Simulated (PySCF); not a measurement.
Species: [Ga(CCH)4]-, C₈H₄Ga (charge -1).
Bonds: Ga1–C2, Ga1–C5, Ga1–C8, Ga1–C11, C2–C3, C5–C6, C8–C9, C11–C12. Hydrogens: H4 on C3; H7 on C6; H10 on C9; H13 on C12.

Computed by this run: PBE0-D3(BJ)/def2-SVP geometry optimisation, gas phase in PySCF; density fitting, grid level 1; the optimiser is geomeTRIC in internal coordinates, started from a GFN1-xTB structure with every atom displaced at random (about 0.03 Å).

Step 1: E = -60703.8514 eV
```
atom  x, y, z in Å  |  force x, y, z in eV/Å
Ga1     0.0365   -0.0418   -0.0021   -0.379   0.431  -0.146
C2     -0.0123   -0.0008    1.9690   -0.015  -0.090   0.245
C3     -0.0564   -0.0031    3.1929    0.284   0.027  -0.294
H4      0.0251    0.0042    4.2623   -0.157   0.000   0.102
C5      1.8764   -0.0211   -0.6913    0.290  -0.075   0.052
C6      3.0383    0.0013   -1.0747   -0.306  -0.077   0.067
H7      4.0530   -0.0082   -1.4154    0.158   0.045  -0.062
C8     -0.8757    1.6079   -0.6666   -0.111  -0.018   0.127
C9     -1.4922    2.6101   -1.0077    0.140  -0.093  -0.152
H10    -2.0059    3.4827   -1.3733    0.014  -0.049   0.099
C11    -0.9670   -1.6092   -0.6548    0.128  -0.300  -0.086
C12    -1.5182   -2.6199   -1.0712    0.010   0.450   0.120
H13    -2.0711   -3.4543   -1.4449   -0.057  -0.252  -0.073
```

Step 2: E = -60703.8756 eV
```
atom  x, y, z in Å  |  force x, y, z in eV/Å
Ga1     0.0155   -0.0171   -0.0078   -0.115   0.128  -0.057
C2     -0.0019    0.0036    1.9669   -0.035  -0.061   0.204
C3     -0.0317   -0.0048    3.1910    0.179   0.029  -0.194
H4      0.0141   -0.0031    4.2643   -0.093  -0.005   0.014
C5      1.8687   -0.0245   -0.6837    0.161  -0.033   0.041
C6      3.0301   -0.0166   -1.0686   -0.125  -0.042   0.005
H7      4.0469   -0.0252   -1.4144    0.017   0.022  -0.004
C8     -0.8890    1.6152   -0.6659   -0.136   0.083   0.064
C9     -1.4951    2.6192   -1.0156    0.091  -0.040  -0.114
H10    -2.0064    3.4976   -1.3672    0.001  -0.023   0.059
C11    -0.9647   -1.6029   -0.6608    0.040  -0.295  -0.093
C12    -1.5125   -2.6176   -1.0740   -0.032   0.279   0.068
H13    -2.0435   -3.4760   -1.4420    0.047  -0.041   0.006
```

Question: Estimate the geometry and energy of step 3. (The exact step hangs on the optimiser's Hessian estimate; all steps are aligned on step 2, rigid shifts and turns removed.)

Answer: E = -60703.8866 eV, largest force 0.092 eV/Å
```
atom  x, y, z in Å  |  force x, y, z in eV/Å
Ga1    -0.0072    0.0062   -0.0114    0.061  -0.049  -0.011
C2      0.0111    0.0024    1.9665   -0.057  -0.009  -0.006
C3      0.0014   -0.0116    3.1891    0.037   0.021  -0.002
H4      0.0046   -0.0170    4.2636   -0.008  -0.008  -0.003
C5      1.8585   -0.0305   -0.6708   -0.016   0.029   0.023
C6      3.0174   -0.0399   -1.0601   -0.006  -0.005  -0.029
H7      4.0332   -0.0483   -1.4107   -0.002  -0.004   0.011
C8     -0.9135    1.6340   -0.6670   -0.041  -0.013   0.064
C9     -1.5025    2.6407   -1.0326    0.028   0.021  -0.057
H10    -2.0088    3.5264   -1.3688   -0.012   0.008   0.008
C11    -0.9568   -1.6014   -0.6661    0.032  -0.058  -0.018
C12    -1.5037   -2.6160   -1.0753   -0.033   0.083   0.021
H13    -2.0031   -3.4970   -1.4340    0.016  -0.016  -0.002
```

The energy changes by -0.0110 eV. The first-order estimate −F·Δx gives -0.0210 eV and the mean of the old and new forces, exact on a quadratic surface, -0.0113 eV. The step makes an angle of 71° with the force vector and moves no atom by more than 0.046 Å.

What follows is the cost of the whole optimisation. The run took 2.9 min of wall time on an Arm Neoverse N1 with one thread, shared host with 64 logical CPUs at a one-minute load of 61, and the process peaked at 0.64 GiB of memory.
